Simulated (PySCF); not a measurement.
## Computed properties of C5H6BF, SMILES C#CC(=C)B(C)F

C5H6BF, SMILES C(=C)(B(C)F)C#C. Geometry optimised at PBE0-D3(BJ)/def2-SVP. This is a generated structure with no PubChem entry under its InChIKey; it may be hypothetical. The values are those of a single conformer. All values are computed for the isolated molecule unless a solvent is named; none is compared with measurement here.

**Structure.** The optimised structure has Cs symmetry. All 33 harmonic modes at PBE0-D3(BJ)/def2-SVP (PySCF) are real, so it is a minimum. With heavy atoms numbered as in [CH:1]#[C:2][C:3](=[CH2:4])[B:5]([CH3:6])[F:7], the shortest bond between them is C1–C2 at 1.214 Å and the longest C3–B5 at 1.575 Å.

**Vibrations.** The strongest infrared lines (harmonic, unscaled, degenerate partners summed) lie at 1341 cm⁻¹ (223 km/mol, C 42 %, B 32 %, H 21 %), 1380 cm⁻¹ (158 km/mol, B 48 %, H 23 %, C 18 %, F 11 %), 1083 cm⁻¹ (108 km/mol, B 40 %, H 39 %, C 20 %). The softest mode is at 33 cm⁻¹ and the zero-point energy is 60.0 kcal/mol.

**Electronic structure.** PBE0/def2-TZVP (PySCF) places the frontier levels at -7.30 and -1.82 eV, a gap of 5.48 eV, and gives a dipole moment of 1.77 D and a mean polarisability of 72.5 bohr³. PBE/def2-TZVP (PySCF) at the same geometry gives -6.27 and -2.74 eV, so its gap is 1.95 eV narrower. An orbital gap is neither the optical nor the fundamental gap.

**Excitations.** TDDFT-ωB97X/def2-SVPD (PySCF) has S1 at 5.10 eV (243 nm, f = 0.000, dark); the most intense of the 10 singlets computed lies at 5.38 eV (f = 0.20). T1 (TDA) is at 3.26 eV. TDDFT-PBE/def2-SVPD (PySCF) puts S1 at 3.90 eV. No vertical singlet excitation falls in the visible range (under 3.1 eV).

**NMR.** GIAO shifts at PBE0/pcSseg-1 (PySCF) (non-relativistic, atoms alike by connectivity averaged): ¹³C from 2.8 to 161.7 ppm against TMS; ¹H from 0.9 to 7.2 ppm against TMS; ¹⁹F at -31.3 ppm against CFCl3; ¹¹B at 38.7 ppm against BF3.
